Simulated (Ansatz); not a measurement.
Isolated molecules relaxed with PBE0-D4/def2-TZVP in Ansatz; ΔE leaves out vibrations. CCSD(T)/CBS is the MP2 limit (def2-TZVPP, def2-QZVPP) plus CCSD(T) − MP2 in def2-TZVPP, frozen cores. This one scheme is used for every species. Functionals use def2-TZVPP. One conformer a species, not always the lowest.

Reaction (ligand exchange at a B–N bond): `BN(C)[SiH2]N` + `N=C=N` → `BN=C=N` + `CN[SiH2]N`

`BN(C)[SiH2]N`:

Z-matrix (Å, degrees):
```
C
N 1 1.458
H 1 1.095 2 111.2
H 1 1.095 2 111.2 3 119.9
H 1 1.090 2 109.9 3 -120.0
Si 2 1.761 1 114.0 3 -59.8
B 2 1.392 1 121.6 3 120.1
N 6 1.702 2 116.5 1 -179.9
H 6 1.486 2 106.6 1 -58.7
H 6 1.486 2 106.5 1 58.8
H 7 1.201 2 119.3 1 0.0
H 7 1.198 2 119.7 1 180.0
H 8 1.007 6 120.0 2 71.8
H 8 1.007 6 120.0 2 -71.7
```

`N=C=N`:

Cartesian coordinates in Å:
```
N 0.489 -1.044 0.455
C 0.149 0.046 0.033
N -0.018 1.188 -0.351
H 0.234 -1.877 -0.054
H -0.854 1.687 -0.083
```

`BN=C=N`:

Cartesian coordinates in Å:
```
B 1.446 0.127 0.601
N 0.133 -0.003 0.171
C -0.979 -0.104 -0.259
N -2.156 -0.230 -0.553
H 2.303 0.337 -0.206
H 1.685 0.024 1.767
H -2.432 -0.151 -1.522
```

`CN[SiH2]N`:

```xyz
12

C     0.756    1.764    0.228
N     0.367    0.535   -0.424
Si   -0.713   -0.627    0.214
N    -0.331   -2.146   -0.473
H     1.809    1.997    0.042
H     0.634    1.656    1.308
H     0.159    2.632   -0.082
H     0.522    0.532   -1.420
H    -2.165   -0.462   -0.099
H    -0.554   -0.479    1.692
H    -1.054   -2.825   -0.642
H     0.570   -2.576   -0.344
```

Task: Is it downhill or uphill in electronic energy at CCSD(T)/CBS, and by how much? (Best estimate.)

Result: Computed: Uphill: ΔE = +29.0 kJ/mol.

Task: What do these levels give: PBE-D4, r2SCAN-D4, B2PLYP, r2SCAN, PBE0, HF/def2-TZVPP? (Best estimate.)

Result: Computed: PBE-D4 23.9, r2SCAN-D4 23.4, B2PLYP 21.3, r2SCAN 22.3, PBE0 19.5, HF/def2-TZVPP 10.6 kJ/mol.

Largest T1 diagnostic among the species: 0.017.

In def2-TZVPP, CCSD(T) changes the Hartree–Fock value by +21.9 kJ/mol (the triples alone add +3.3 kJ/mol) and MP2 by +19.5 kJ/mol. The D4 term adds +6.5 kJ/mol with B3LYP and +3.5 kJ/mol with PBE0; it sums over pairs of atoms, weighted by their polarisabilities, and B3LYP, whose exchange is more repulsive, gets the larger term.

B3LYP here is the variant with VWN-RPA as its local correlation; programs differ in this.
